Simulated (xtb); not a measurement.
C2H7FSi2, SMILES F/C=C\[SiH2][SiH3]. All values are semi-empirical tight-binding results from xtb (GFN2-xTB unless named), good for trends rather than for accurate numbers. Coordinates come from a GFN2-xTB optimisation. The structure was generated by enumeration; whether it is a known compound was not checked. One conformer was computed; it need not be the lowest.

Optimised geometry:

Bond lengths (Å): F1–C2 1.350, C2–C3 1.318, C2–H6 1.083, C3–Si4 1.891, C3–H7 1.078, Si4–Si5 2.313, Si4–H8 1.471, Si4–H9 1.469, Si5–H10 1.468, Si5–H11 1.467, Si5–H12 1.463. Bond angles (°): F1–C2–C3 121.2, F1–C2–H6 110.9, C3–C2–H6 127.9, C2–C3–Si4 122.7, C2–C3–H7 116.6, Si4–C3–H7 120.7, C3–Si4–Si5 110.6, C3–Si4–H8 104.4, C3–Si4–H9 106.5, Si5–Si4–H8 114.5, Si5–Si4–H9 113.8, H8–Si4–H9 106.3, Si4–Si5–H10 112.0, Si4–Si5–H11 110.8, Si4–Si5–H12 113.1, H10–Si5–H11 106.6, H10–Si5–H12 106.8, H11–Si5–H12 107.1.
Charge 0, spin multiplicity 1.

Computed properties:
```
Item                                             Result
----------------------------------------  -------------
orbital gap                                     3.56 eV
dipole moment                                    1.53 D
zero-point energy                         46.0 kcal/mol
G − E(el) at 298.15 K (modified RRHO)     25.1 kcal/mol
static polarisability (D4 model)             83.9 bohr³
solvation energy, GFN2-xTB/ALPB(water)    -0.9 kcal/mol
solvation energy, GFN2-xTB/ALPB(toluene)  -2.2 kcal/mol
```

Computed atomic charges and the Wiberg bond orders between heavy atoms:
charges (e) F1 -0.23, C2 0.12, C3 -0.17, Si4 0.38, Si5 0.37, H6 0.04, H7 0.04, H8 -0.11, H9 -0.10, H10 -0.11, H11 -0.12, H12 -0.10. Bond orders F1–C2 0.96, C2–C3 1.92, C3–Si4 0.88, Si4–Si5 0.84.
